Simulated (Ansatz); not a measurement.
PBE exchange is replaced step by step with exact exchange (0 % is PBE, 25 % PBE0; no dispersion term), basis def2-SVPD, Ansatz. System: [Ni(OH)4]2- (NiO₄H₄²⁻). Charge -2, multiplicity 3. Geometry: PBE-D4/def2-SVPD.

Geometry of the triplet:

```xyz
9

Ni   -0.154    0.017    0.176
O    -0.727   -1.308   -1.166
H    -1.245   -0.654   -1.676
O     0.615   -1.347    1.507
H     0.485   -2.127    0.936
O    -1.442    1.438   -0.564
H    -0.786    2.160   -0.592
O     1.373    1.237    0.428
H     1.882    0.585    0.951
```

A multiply charged anion in the gas phase is held together partly by the finite basis. At PBE-D4/def2-SVPD, PBE with 10 % exact exchange/def2-SVPD, PBE with 15 % exact exchange/def2-SVPD, PBE0-D4/def2-SVPD and others the highest occupied level of the charge -2 triplet lies above zero (up to 5.29 eV). It is a level of α spin, whose loss leaves a doublet; that state wasn't run at this geometry and level. The electron is either unbound and held by the finite basis, or the level is raised by self-interaction error. The order of the spin states hangs on the level: the singlet lies 0.17 eV below the triplet at PBE with 10 % exact exchange/def2-SVPD, but 0.58 eV above it at PBE with 40 % exact exchange/def2-SVPD. The singlet is doubtful at PBE with 10 % exact exchange/def2-SVPD (restricted singlet, unstable towards broken spin symmetry at other levels and untested here). The singlet is doubtful at PBE with 40 % exact exchange/def2-SVPD (restricted singlet, unstable towards broken spin symmetry at other levels and untested here).

HOMO and LUMO are taken over both spins.

```json
{"exact exchange (%)": "0", "HOMO (eV)": "5.29", "LUMO (eV)": "6.02", "gap (eV)": "0.73", "⟨S²⟩": "2.005"}
{"exact exchange (%)": "10", "HOMO (eV)": "4.43", "LUMO (eV)": "6.91", "gap (eV)": "2.48", "⟨S²⟩": "2.005"}
{"exact exchange (%)": "15", "HOMO (eV)": "4.02", "LUMO (eV)": "7.20", "gap (eV)": "3.18", "⟨S²⟩": "2.005"}
{"exact exchange (%)": "25", "HOMO (eV)": "3.25", "LUMO (eV)": "7.43", "gap (eV)": "4.18", "⟨S²⟩": "2.005"}
{"exact exchange (%)": "40", "HOMO (eV)": "2.17", "LUMO (eV)": "7.76", "gap (eV)": "5.59", "⟨S²⟩": "2.005"}
```
